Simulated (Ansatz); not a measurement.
System: SbH, net charge 0, triplet state. 
Structure (B3LYP-D3(BJ)/def2-TZVP (Ansatz, a first-principles code) minimum search):
```xyz
2

Sb     0.0000     0.0000    -0.0331
H      0.0000     0.0000     1.6894
```
Charge 0, spin multiplicity 3.

Parts of the frozen-core correlation energy in def2-SVP (Ansatz, hartree). Frozen orbitals: 9; correlated occupied orbitals by spin: 4 and 2; virtual: 18 and 20. Open shells are spin-unrestricted. No spin-orbit coupling. Past Kr the def2 sets carry scalar-relativistic core potentials.

```json
[
 {"term": "reference (HF)", "value": "-239.82974"},
 {"term": "MP2 opposite-spin", "value": "(withheld)"},
 {"term": "MP2 same-spin", "value": "(withheld)"},
 {"term": "CCSD correlation", "value": "-0.08296"},
 {"term": "(T)", "value": "(withheld)"},
 {"term": "CCSDT minus CCSD(T)", "value": "-0.00039"},
 {"term": "CCSDT(Q) minus CCSD(T)", "value": "-0.00044"},
 {"term": "T1 diagnostic", "value": "0.013"},
 {"term": "largest doubles amplitude", "value": "0.090"},
 {"term": "<S^2> of the reference", "value": "2.018"}
]
```

Q: Some entries are withheld; supply them.

A: 
- MP2 opposite-spin, value: -0.05182
- MP2 same-spin, value: -0.01244
- (T), value: -0.00149
